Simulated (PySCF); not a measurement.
## Peak assignment

Structure with atom numbers: `[N:1]#[C:2][CH2:3][c:4]1[cH:5][cH:6][cH:7][cH:8][cH:9]1` (H(Xn): hydrogen on atom n).

Isolated molecule, no relativistic terms, a single conformation, fast rotation and ring inversion assumed for equivalent nuclei. Geometry from GFN2-xTB; GIAO PBE0/pcSseg-1 shieldings; PySCF 2.14.0 with density-fitted response routines.

References, each an isolated molecule treated in the same way: 13C (σref 186.93), 1H (σref 31.72) against TMS.

Q: Assign these signals to the numbered atoms. 13C{1H} NMR (computed): δ 138.2, 135.3, 134.8, 133.9, 122.4, 25.5.

A: 
| δ (ppm) | atoms | environment | reason |
| --- | --- | --- | --- |
| 138.2 | C4 | substituted aromatic carbon | – |
| 135.3 | C6/C8 | aromatic CH | the aromatic region |
| 134.8 | C5/C9 | aromatic CH | – |
| 133.9 | C7 | aromatic CH | – |
| 122.4 | C2 | nitrile carbon | this is the usual window of a C≡N carbon, which has no attached hydrogen |
| 25.5 | C3 | sp3 CH2 on an aromatic ring | a saturated carbon with 2 carbon neighbours and no heteroatom attached |

C6/C8 and C5/C9; C5/C9 and C7 lie closer than the usual error of such a calculation, so a measured spectrum could show them in the other order.

Q: Assign these signals to the numbered atoms. 1H NMR (300 MHz, computed): δ 7.75 (m, 2H), 7.68 (m, 1H), 7.62 (m, 2H), 3.44 (s, 2H).

A: 
7.75 → H(C6)/H(C8), hydrogen on an aromatic CH: ring-current deshielding
7.68 → H(C7), hydrogen on an aromatic CH
7.62 → H(C5)/H(C9), hydrogen on an aromatic CH
3.44 → H(C3), hydrogen on an sp3 CH2 on an aromatic ring

H(C6)/H(C8) and H(C7); H(C7) and H(C5)/H(C9) lie closer than the usual error of such a calculation, so a measured spectrum could show them in the other order.

Shifts are as computed. Against solution values, carbons near 30 ppm lie about +3 ppm off and those near 130 ppm about +5 ppm. Of 1211 compounds with measured shifts, 218 miss one by over three times the rms of a fit or turn the order of signals round; such compounds aren't used in these exercises. No couplings were computed; multiplicities are counted from neighbouring protons, with m where these are inequivalent, close in shift, in a saturated or five-membered ring or joined by F or P, and br s for small geminal =CH2 splittings.
